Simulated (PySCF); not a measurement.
Structure problem from calculated spectra and properties.

Formula: C2H6Ge2.

- Dipole: 0.20 D [CAM-B3LYP/def2-SVPD]
- 13C NMR: chemical shifts (computed TMS as zero) by class: 105.1 (1 C), 83.2 (1 C) ppm [GIAO PBE0/pcSseg-1]
- Valence photoelectron: vertical ionisation energy: 9.79 eV [ΔSCF CAM-B3LYP/def2-SVPD]
- Rotational structure: rotational constants A, B, C: 4.967, 1.349, 1.090 GHz [PBE0-D3(BJ)/def2-SVP]
- Couplings: largest of the computed one-bond spin–spin couplings (means over like bonds): 13C–1H +263.2, 13C–13C +162.6 Hz [B3LYP/pcJ-1 (pcSseg-1 on Ge), spin–dipole term left out]
- 1H NMR: chemical shifts (computed TMS as zero) by class: 4.36 (2 H), 3.69 (3 H), 2.22 (1 H) ppm [GIAO PBE0/pcSseg-1]
- UV, first state: lowest singlet excitation: 6.02 eV (206 nm, f = 0.001) [TDDFT CAM-B3LYP/def2-SVPD]
- NMR, other nuclei: isotropic shieldings of nuclei other than C and H, by class: 1602 (1 Ge), 1651 (1 Ge) ppm [GIAO PBE0/pcSseg-1]

The electronic properties come from PySCF, for the isolated species, density fitting. Levels stand in brackets. Isolated species at its PBE0-D3(BJ)/def2-SVP geometry, gas phase. The calculation is non-relativistic and has no spin–orbit coupling, an omission that weighs most on germanium. NMR values are class means; diastereotopic atoms form classes of their own.

Question: Propose a structure and show how it fits.

Answer: Numbering: `[CH:1]#[C:2][GeH2:3][GeH3:4]`. 2 carbons fall into 2 classes; from least to most shielded: terminal alkyne carbon [C1] (105.1 ppm), alkyne carbon [C2] (83.2 ppm). Hydrogen classes from least to most shielded: 2 H on a germanium bonded to C, Ge and 2 H, Ge3 (4.36 ppm), 3 H on a germanium bonded to Ge and 3 H, Ge4 (3.69 ppm), 1 H on a terminal alkyne carbon, C1 (2.22 ppm). The other shieldings belong to: 1602 ppm, germanium bonded to C, Ge and 2 H [Ge3]; 1651 ppm, germanium bonded to Ge and 3 H [Ge4]. The couplings run between: +263.2 Hz, terminal alkyne carbon [C1] and its hydrogen; +162.6 Hz, terminal alkyne carbon [C1] and alkyne carbon [C2]. The first electron is taken from the HOMO, whose largest Löwdin shares are 0.23 on the alkyne carbon, 0.23 on the terminal alkyne carbon, 0.19 on the germanium bonded to Ge and 3 H and 0.17 on the germanium bonded to C, Ge and 2 H. The optimised geometry has point group Cs and is an asymmetric top. Structure: `C#[C][GeH2][GeH3]`. The assignments are read from this structure; whether some other isomer fits the data as well wasn't checked. NMR values of atoms bound to Ge lack the spin–orbit term that these neighbours bring.
